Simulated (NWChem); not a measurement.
C3HF2NS; SMILES Fc1csc(F)n1

Computed with NWChem. All runs use the structure optimised with PBE-D3(BJ)/def2-SVP. Level: M05-2X/def2-SVP with SMD (1 M gas to 1 M solution), gas-phase geometry.

```
solvent        dielectric constant  solvation free energy (kcal/mol)  cavity-dispersion-structure term (kcal/mol)  dipole in solution (D)
-------------  -------------------  --------------------------------  -------------------------------------------  ----------------------
water                         78.4                              -2.1                                          2.1                    3.73
chlorobenzene                 5.70                              -2.8                                          0.7                    3.55
2-propanol                    19.3                              -3.0                                          1.1                    3.68
ethyl acetate                 5.99                              -2.5                                          0.9                    3.56
1-octanol                     9.86                              -2.4                                          1.4                    3.63
1,4-dioxane                   2.21                              -0.4                                          1.7                    3.29
n-hexane                      1.88                              -1.7                                          0.1                    3.22
```
